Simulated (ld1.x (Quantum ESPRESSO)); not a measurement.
## Tb, RRKJ: configuration errors across variants

Tb (Z = 65), norm-conserving RRKJ (Kleinman–Bylander form), made with ld1.x (Quantum ESPRESSO) 7.5 (PBE, scalar-relativistic). Core [Kr] 4d10 4f8, reference 5s2 5p6 5d1 6s0 6p0 (charge +2). Waves: 5p (bound): rc 2.20 bohr; 5d (bound): rc 2.45 bohr; 5f channel at 0.2 Ry: rc 2.45 bohr; 5s (bound): rc 2.30 bohr. Local part: the s channel. Core correction: a·sin(br)/r model core, default radius (core density twice the valence density).

All-electron excitation energies from the reference (eV): (1) 5s2 5p6 5d1 6s1 6p0 -12.265; (2) 5s2 5p6 5d0 6s0 6p0 19.881; (3) 5s2 5p5 5d1 6s2 6p0 13.976; (4) 5s2 5p6 5d1.5 6s1.5 6p0 -18.077; (5) 5s2 5p6 5d2 6s1 6p0 -17.069; (6) 5s2 5p6 5d1 6s1 6p1 -16.065.

Tests that are not counted but printed errors over 1 eV. “base”: 5s2 5p6 5d1 6s2 6p0 (solver errors, printed error -977 eV). “all radii but the core radius scaled by about 1.07 (s 2.46, p 2.34, d 2.62, f 2.62 bohr)”: 5s2 5p6 5d1.5 6s1.5 6p0 (pseudo-atom not self-consistent, printed error -977 eV); 5s2 5p6 5d2 6s1 6p0 (solver errors, printed error -978 eV). “all radii but the core radius scaled by about 1.31 (s 3.00, p 2.88, d 3.20, f 3.20 bohr)”: 5s2 5p6 5d1 6s1 6p1 (pseudo-atom not self-consistent, printed error -968 eV). “all radii but the core radius scaled by about 1.36 (s 3.14, p 3.00, d 3.34, f 3.34 bohr)”: 5s2 5p6 5d1 6s1 6p1 (solver errors, printed error -824 eV).

1 further variants failed, have other tests or too few solved ones, and are left out.

A true bound ghost makes a file unfit for plane-wave use even where its test errors are small: the radial tests pick states by their node count and pass the ghost by. Where a test does run into it, the solver fails or the error is huge.

Errors AE − PS in meV (a dash: test not solved or not reliable):

```tsv
change	(1)	(2)	(3)	(4)	(5)	(6)	bound ghosts
base	+2063	-62	+5294	+2245	+1444	+1686	none
all radii but the core radius scaled by about 0.77 (s 1.76, p 1.70, d 1.88, f 1.88 bohr)	+446	-58	+1158	+453	+270	+377	f
all radii but the core radius scaled by about 0.90 (s 2.08, p 1.98, d 2.22, f 2.22 bohr)	+1228	-57	+3231	+1300	+819	+1036	none
all radii but the core radius scaled by about 1.07 (s 2.46, p 2.34, d 2.62, f 2.62 bohr)	+2733	-118	+6958	–	–	–	p
all radii but the core radius scaled by about 1.21 (s 2.78, p 2.66, d 2.96, f 2.96 bohr)	+3919	+22	+9335	+4565	+3017	+6966	s (extra level of the local part), p
all radii but the core radius scaled by about 1.31 (s 3.00, p 2.88, d 3.20, f 3.20 bohr)	+4332	+37	+10247	+5105	+3386	–	s (extra level of the local part), p
all radii but the core radius scaled by about 1.36 (s 3.14, p 3.00, d 3.34, f 3.34 bohr)	+4489	+39	+10589	+5313	+3527	–	s (extra level of the local part)
```

Question: Give the same row for: all radii but the core radius scaled by about 0.83 (s 1.90, p 1.82, d 2.02, f 2.02 bohr).

Answer: +763, -57, +2020, +793, +488, +647; bound ghosts: f.
